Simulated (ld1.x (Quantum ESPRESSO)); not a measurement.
## Varying the TM potential for P (Z = 15)

Base potential:

phosphorus, norm-conserving Troullier–Martins (Kleinman–Bylander form), made with ld1.x (Quantum ESPRESSO) 7.5 (PBEsol, fully relativistic). Core [Ne], reference 3s2 3p3. Waves: 3s (bound): rc 1.60 bohr; 3p (bound): rc 1.75 bohr. Local part: all-electron potential smoothed inside 1.50 bohr (lloc = -1). Core correction: Bessel-smoothed model core inside 1.30 bohr.

Open shells are filled in proportion to 2j + 1 (rel_dist='average').

All-electron outer shells of the reference configuration (PBEsol, scalar-relativistic, ld1.x):

```csv
shell,level (eV),outermost node (bohr),outermost maximum (bohr)
2s,-173.57,0.14,0.42
2p,-124.33,–,0.36
3s,-13.92,0.66,1.58
3p,-5.48,0.64,1.83
```

Cutoffs, loose and tight: the cutoffs (Ry, on a coarse ladder) from which the occupation-weighted sum of valence levels, in a spherical-Bessel basis at the reference potential, stays within 10 and 1 mRy of its value at 400 Ry. They do not see the model core or the augmentation charge, which bear on the density cutoff. Test errors are all-electron minus pseudo excitation energies from the reference, over the configurations 3s2 3p2; 3s2 3p1; 3s2 3p0; 3s2 3p2.5; 3s1 3p0; 3s1 3p3; 3s1 3p4. A dash means not determined; rows that change the core or the reference have their own tests.

```tsv
change	outcome	cutoff, loose	cutoff, tight	bound ghosts	largest test error (meV)
base	generated	21 Ry	50 Ry	none	+221
wave 3p (bound): rc 1.75 bohr becomes 3p (bound): rc 1.82 bohr	generated	21 Ry	50 Ry	none	+221
wave 3s (bound): rc 1.60 bohr becomes 3s (bound): rc 1.54 bohr	generated	21 Ry	50 Ry	none	+220
non-relativistic	generated	21 Ry	50 Ry	none	+221
local potential the s channel	generated	25 Ry	50 Ry	none	+177
core correction Bessel-smoothed model core inside 1.26 bohr	generated	21 Ry	50 Ry	none	+223
functional PBE	generated	21 Ry	50 Ry	none	+279
reference 3s2 3p2.75	generated	21 Ry	50 Ry	none	+212
all radii but the core radius scaled by about 1.11 (s 1.78, p 1.94 bohr); local potential all-electron potential smoothed inside 1.66 bohr (lloc = -1)	generated	18 Ry	45 Ry	none	+211
wave 3p (bound): rc 1.75 bohr becomes 3p (bound): rc 1.32 bohr	generated	55 Ry	100 Ry	none	+172
local potential all-electron potential smoothed inside 1.24 bohr (lloc = -1)	generated	21 Ry	50 Ry	none	+229
```

Problem. What comes out with this change to the base: local potential all-electron potential smoothed inside 2.04 bohr (lloc = -1)?

Solution. outcome: generated; cutoff, loose: 21 Ry; cutoff, tight: 50 Ry; bound ghosts: none; largest test error (meV): +186.

Problem. What comes out with this change to the base: wave 3s (bound): rc 1.60 bohr becomes 3s (bound): rc 1.36 bohr?

Solution. outcome: generated; cutoff, loose: 25 Ry; cutoff, tight: 50 Ry; bound ghosts: none; largest test error (meV): +223.
